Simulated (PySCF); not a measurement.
Level of theory: delta-SCF UKS SCAN, pcX-2 on the ionised atom, pcseg-1 elsewhere, spin-free X2C (PySCF). Geometries: PBE0-D3(BJ)/def2-SVP; isolated species, one conformer each. Values against the vacuum level.

(1) Rank by computed C 1s binding energy, lowest first.
A. C2 in `[BH2:1][C:2]#[CH:3]`
B. C3 in `[CH:1]#[C:2][C:3]1=[C:4]([CH2:5][CH3:6])[CH:7]=[CH:8][GeH2:9]1`
C. C2 in `[CH3:1][CH2:2][CH2:3][SiH2:4][c:5]1[cH:6][cH:7][cH:8][s:9]1`
D. Carbon in `[SiH2](C(F)F)N`
E. C1 in `[CH:1]#[C:2]/[C:3]([CH2:4][CH3:5])=[C:6](\[CH3:7])[S:8][SiH3:9]`

(2) Rank by computed Si 1s binding energy, lowest first.
A. Silicon in `N[SiH2]C(F)F`
B. Silicon in `C#C/C(CC)=C(\C)S[SiH3]`
C. Silicon in `CCC[SiH2]C1=CC=CS1`

Results:

(1) E (289.61 eV), B (289.99 eV), C (290.56 eV), A (290.85 eV), D (294.82 eV).

From the lowest up, the atoms are bonded to: C (triple bond) and H (289.61); C (double bond), C and Ge (289.99); 2 C and 2 H (290.56); C (triple bond) and B (290.85); 2 F, H and Si (294.82).

(2) C (1846.05 eV), B (1846.86 eV), A (1847.13 eV).

The highest is bonded to N, C and 2 H, the lowest to 2 C and 2 H; the range is 1.08 eV.

2 of these hole states are spin-contaminated (⟨S²⟩ up to 0.89, against 0.75; counted from 0.85) and less certain.
